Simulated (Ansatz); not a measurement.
Ansatz (a program for electronic structure) input for Sb(Cl)(SiH3)2 (ClH6SbSi2), SMILES [SiH3][Sb]([SiH3])[Cl], B3LYP-D3(BJ)/def2-SVP. 

Ansatz 0.2 input:
```yaml
crystal:
  periodic: [false, false, false]
  atoms:
    - {symbol: Sb, position_ang: [0.00044433, -0.03547494, 0.68595179]}
    - {symbol: Cl, position_ang: [-0.56898060, -1.97609463, -0.57891395]}
    - {symbol: Si, position_ang: [2.08520908, 0.48674921, -0.72481684]}
    - {symbol: H, position_ang: [3.14167949, -0.46928749, -0.40836881]}
    - {symbol: H, position_ang: [2.55258133, 1.81562310, -0.33377204]}
    - {symbol: H, position_ang: [1.87702406, 0.48687020, -2.16956926]}
    - {symbol: Si, position_ang: [-1.53931529, 1.51422519, -0.66946754]}
    - {symbol: H, position_ang: [-2.93181073, 1.24128455, -0.32728410]}
    - {symbol: H, position_ang: [-1.39221688, 1.42797278, -2.11931009]}
    - {symbol: H, position_ang: [-1.23976081, 2.88672560, -0.26371901]}
basis:
  gaussian:
    orbitals: def2-SVP
hamiltonian:
  xc: b3lyp
  dispersion: d3bj
relax: {f_tol: 0.002, max_steps: 200}
```

It prints:

```
WARN ansatz: RAYON_NUM_THREADS=1 ignored (pool sized by the plan → 1); use --threads N
Functional definition: B3LYP
integrals: 0.07 GiB planned
1209 factors; integrals over basis functions are off by at most 6.1e-4 eV
mean field: 0.58 GiB planned
mean field evaluation 1: about -34907.7534 eV, gradient 1.8e1 eV
mean field evaluation 2: about -34907.3494 eV, gradient 2.2e1 eV
mean field evaluation 4: about -34909.0197 eV, gradient 9.3e-1 eV
mean field evaluation 8: about -34909.0202 eV, gradient 1.2e-2 eV
mean field -34909.02017315 eV, -1282.8828291797 hartree, gradient 2.0e-5 eV, S^2 0.000000; 0 other end points of the search recorded, 0 dependent functions left out
the calculation of the forces begins
reference -34909.02045823 eV, -1282.8828396559 hartree; 37, 37 occupied and 73, 73 virtual orbitals, 1209 factors
relax step   1: F+E_penalty+E_count = -34909.63344908 eV  Δ(F+E_penalty+E_count) = +0.000e0 eV  max|allowed force component| = 6.213e-1 eV/Å  Δτ_max = 0.0000 Å  (23 SCF iters, accepted)
these checks for a lower state are left out or cut short: starts, cluster_reference, orbital_swaps, neighbouring_geometries, increment
integrals: 0.07 GiB planned
1209 factors; integrals over basis functions are off by at most 6.5e-4 eV
mean field: 0.58 GiB planned
mean field evaluation 16: about -34909.0988 eV, gradient 7.7e-2 eV
mean field -34909.09672968 eV, -1282.8856425800 hartree, gradient 2.2e-5 eV, S^2 0.000000; 0 other end points of the search recorded, 0 dependent functions left out
the calculation of the forces begins
reference -34909.09701952 eV, -1282.8856532317 hartree; 37, 37 occupied and 73, 73 virtual orbitals, 1209 factors
relax step   2: F+E_penalty+E_count = -34909.70415649 eV  Δ(F+E_penalty+E_count) = -7.071e-2 eV  max|allowed force component| = 3.920e-1 eV/Å  Δτ_max = 0.1116 Å  (26 SCF iters, accepted)
these checks for a lower state are left out or cut short: starts, cluster_reference, orbital_swaps, neighbouring_geometries, increment
integrals: 0.07 GiB planned
1209 factors; integrals over basis functions are off by at most 6.5e-4 eV
mean field: 0.58 GiB planned
mean field -34909.12049619 eV, -1282.8865159832 hartree, gradient 9.4e-6 eV, S^2 0.000000; 0 other end points of the search recorded, 0 dependent functions left out
the calculation of the forces begins
reference -34909.12078325 eV, -1282.8865265323 hartree; 37, 37 occupied and 73, 73 virtual orbitals, 1209 factors
relax step   3: F+E_penalty+E_count = -34909.73260991 eV  Δ(F+E_penalty+E_count) = -2.845e-2 eV  max|allowed force component| = 1.551e-1 eV/Å  Δτ_max = 0.1245 Å  (27 SCF iters, accepted)
these checks for a lower state are left out or cut short: starts, cluster_reference, orbital_swaps, neighbouring_geometries, increment
integrals: 0.07 GiB planned
1209 factors; integrals over basis functions are off by at most 6.4e-4 eV
mean field: 0.59 GiB planned
mean field evaluation 32: about -34909.1235 eV, gradient 2.1e-5 eV
mean field -34909.12350510 eV, -1282.8866265587 hartree, gradient 1.1e-5 eV, S^2 0.000000; 0 other end points of the search recorded, 0 dependent functions left out
the calculation of the forces begins
reference -34909.12379336 eV, -1282.8866371522 hartree; 37, 37 occupied and 73, 73 virtual orbitals, 1209 factors
relax step   4: F+E_penalty+E_count = -34909.73937857 eV  Δ(F+E_penalty+E_count) = -6.769e-3 eV  max|allowed force component| = 2.386e-1 eV/Å  Δτ_max = 0.1080 Å  (26 SCF iters, accepted)
these checks for a lower state are left out or cut short: starts, cluster_reference, orbital_swaps, neighbouring_geometries, increment
integrals: 0.07 GiB planned
1209 factors; integrals over basis functions are off by at most 6.2e-4 eV
mean field: 0.58 GiB planned
mean field -34909.12374053 eV, -1282.8866352106 hartree, gradient 1.3e-5 eV, S^2 0.000000; 0 other end points of the search recorded, 0 dependent functions left out
the calculation of the forces begins
reference -34909.12402821 eV, -1282.8866457827 hartree; 37, 37 occupied and 73, 73 virtual orbitals, 1209 factors
relax step   5: F+E_penalty+E_count = -34909.74429454 eV  Δ(F+E_penalty+E_count) = -4.916e-3 eV  max|allowed force component| = 5.039e-2 eV/Å  Δτ_max = 0.0589 Å  (26 SCF iters, accepted)
these checks for a lower state are left out or cut short: starts, cluster_reference, orbital_swaps, neighbouring_geometries, increment
integrals: 0.07 GiB planned
1209 factors; integrals over basis functions are off by at most 6.2e-4 eV
mean field: 0.59 GiB planned
mean field -34909.12381064 eV, -1282.8866377872 hartree, gradient 2.6e-5 eV, S^2 0.000000; 0 other end points of the search recorded, 0 dependent functions left out
the calculation of the forces begins
reference -34909.12409847 eV, -1282.8866483644 hartree; 37, 37 occupied and 73, 73 virtual orbitals, 1209 factors
relax step   6: F+E_penalty+E_count = -34909.74507117 eV  Δ(F+E_penalty+E_count) = -7.766e-4 eV  max|allowed force component| = 1.010e-2 eV/Å  Δτ_max = 0.0167 Å  (21 SCF iters, accepted)
these checks for a lower state are left out or cut short: starts, cluster_reference, orbital_swaps, neighbouring_geometries, increment
integrals: 0.07 GiB planned
1209 factors; integrals over basis functions are off by at most 6.2e-4 eV
mean field: 0.59 GiB planned
mean field -34909.12268447 eV, -1282.8865964010 hartree, gradient 1.5e-5 eV, S^2 0.000000; 0 other end points of the search recorded, 0 dependent functions left out
the calculation of the forces begins
reference -34909.12297201 eV, -1282.8866069679 hartree; 37, 37 occupied and 73, 73 virtual orbitals, 1209 factors
relax step   7: F+E_penalty+E_count = -34909.74515318 eV  Δ(F+E_penalty+E_count) = -8.201e-5 eV  max|allowed force component| = 5.427e-3 eV/Å  Δτ_max = 0.0121 Å  (21 SCF iters, accepted)
these checks for a lower state are left out or cut short: starts, cluster_reference, orbital_swaps, neighbouring_geometries, increment
integrals: 0.07 GiB planned
1209 factors; integrals over basis functions are off by at most 6.2e-4 eV
mean field: 0.59 GiB planned
mean field -34909.12275418 eV, -1282.8865989628 hartree, gradient 1.6e-5 eV, S^2 0.000000; 0 other end points of the search recorded, 0 dependent functions left out
the calculation of the forces begins
reference -34909.12304176 eV, -1282.8866095311 hartree; 37, 37 occupied and 73, 73 virtual orbitals, 1209 factors
relax step   8: F+E_penalty+E_count = -34909.74515903 eV  Δ(F+E_penalty+E_count) = -5.848e-6 eV  max|allowed force component| = 1.737e-3 eV/Å  Δτ_max = 0.0022 Å  (18 SCF iters, accepted)
these checks for a lower state are left out or cut short: starts, cluster_reference, orbital_swaps, neighbouring_geometries, increment
integrals: 0.07 GiB planned
1209 factors; integrals over basis functions are off by at most 6.2e-4 eV
mean field: 0.59 GiB planned
mean field -34909.12281033 eV, -1282.8866010264 hartree, gradient 2.3e-5 eV, S^2 0.000000; 0 other end points of the search recorded, 0 dependent functions left out
the calculation of the forces begins
reference -34909.12309793 eV, -1282.8866115955 hartree; 37, 37 occupied and 73, 73 virtual orbitals, 1209 factors
relax step   9: F+E_penalty+E_count = -34909.74516007 eV  Δ(F+E_penalty+E_count) = -1.041e-6 eV  max|allowed force component| = 1.020e-3 eV/Å  Δτ_max = 0.0017 Å  (17 SCF iters, accepted)
integrals: 0.07 GiB planned
1209 factors; integrals over basis functions are off by at most 6.2e-4 eV
mean field: 0.59 GiB planned
mean field evaluation 64: about -34909.1228 eV, gradient 2.3e-5 eV
mean field -34909.12281033 eV, -1282.8866010264 hartree, gradient 2.3e-5 eV, S^2 0.000000; 1 other end points of the search recorded, 0 dependent functions left out
the calculation of the forces begins
reference -34909.12309793 eV, -1282.8866115955 hartree; 37, 37 occupied and 73, 73 virtual orbitals, 1209 factors
Total energy: -34909.74544767 eV, -1282.9094825265 hartree
Atom 0 at     0.012365     0.001337     0.806865 Å, force     0.000205     0.000627     0.000893 eV/Å
Atom 1 at    -0.551095    -1.918920    -0.580873 Å, force    -0.000189    -0.000812    -0.000594 eV/Å
Atom 2 at     2.065093     0.513446    -0.714491 Å, force     0.001020     0.000202     0.000545 eV/Å
Atom 3 at     3.073377    -0.564382    -0.511418 Å, force    -0.000319    -0.000060     0.000216 eV/Å
Atom 4 at     2.660540     1.825872    -0.320064 Å, force    -0.000191    -0.000289    -0.000027 eV/Å
Atom 5 at     1.647168     0.559068    -2.142559 Å, force    -0.000463     0.000227    -0.000854 eV/Å
Atom 6 at    -1.509160     1.524059    -0.661707 Å, force    -0.000780     0.000760     0.000561 eV/Å
Atom 7 at    -2.926310     1.130395    -0.424472 Å, force     0.000199    -0.000188     0.000267 eV/Å
Atom 8 at    -1.167025     1.357048    -2.100868 Å, force     0.000461    -0.000141    -0.000923 eV/Å
Atom 9 at    -1.320099     2.950670    -0.259682 Å, force     0.000057    -0.000326    -0.000086 eV/Å
Dipole moment:     0.123288     0.424066     0.227535 e Å
```

Self-consistency was reached.

Cost: very roughly 40 core-seconds.
